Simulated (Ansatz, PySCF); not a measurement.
Gas-phase reaction in SMILES: C#CC#C + 7 [H][H] (H2) → 4 C (CH4)
Geometries: B3LYP-D3(BJ)/def2-TZVP minima from Ansatz (a quantum-chemistry and plane-wave program). Unstable Hartree-Fock reference: C#CC#C.
Geometry of the first species:
```xyz
6

C      0.0000     0.0000    -1.8866
C      0.0000     0.0000    -0.6818
C      0.0000     0.0000     0.6818
C      0.0000     0.0000     1.8866
H      0.0000     0.0000    -2.9488
H      0.0000     0.0000     2.9488
```
Charge 0, spin multiplicity 1.

Quantity: energy of full hydrogenation (0 K, with B3LYP-D3(BJ) harmonic zero-point energies from PySCF), in kJ/mol. Valence correlation only, unless marked. Spin-orbit coupling is left out. No relativistic terms. CBS marks a two-point X^-3 extrapolation of the correlation energy; Hartree-Fock from the larger set. [CCSD(T)-MP2]/basis is that difference in the basis named.

```csv
level,program,energy of full hydrogenation (kJ/mol)
HF/cc-pVDZ,Ansatz,-826.0
HF/cc-pVTZ,Ansatz,-790.1
revPBE/def2-TZVPD,Ansatz,-683.6
BP86/def2-TZVPD,PySCF,-705.1
B3LYP-D4/def2-TZVPD,Ansatz + dftd4,-717.0
PBE0/def2-TZVPD,Ansatz,-798.5
TPSSh-D4/def2-TZVPD,PySCF + dftd4,-718.8
r2SCANh-D4/def2-TZVPD,Ansatz + dftd4,-768.4
CAM-B3LYP-D4/def2-TZVPD,Ansatz + dftd4,-768.3
B2GP-PLYP-D3(BJ)/def2-TZVPD,Ansatz + dftd3,-721.2
B2GP-PLYP-D4/def2-TZVPD,Ansatz + dftd4,-721.8
PBE-QIDH/def2-TZVPD,Ansatz,-791.2
CCSD/cc-pVDZ,Ansatz,-776.8
CCSD(T)/cc-pVDZ,Ansatz,-750.8
"RI-MP2/CBS(aug-cc-pVTZ,aug-cc-pVQZ)+[CCSD(T)-MP2]/aug-cc-pVTZ",Ansatz,-728.4
```
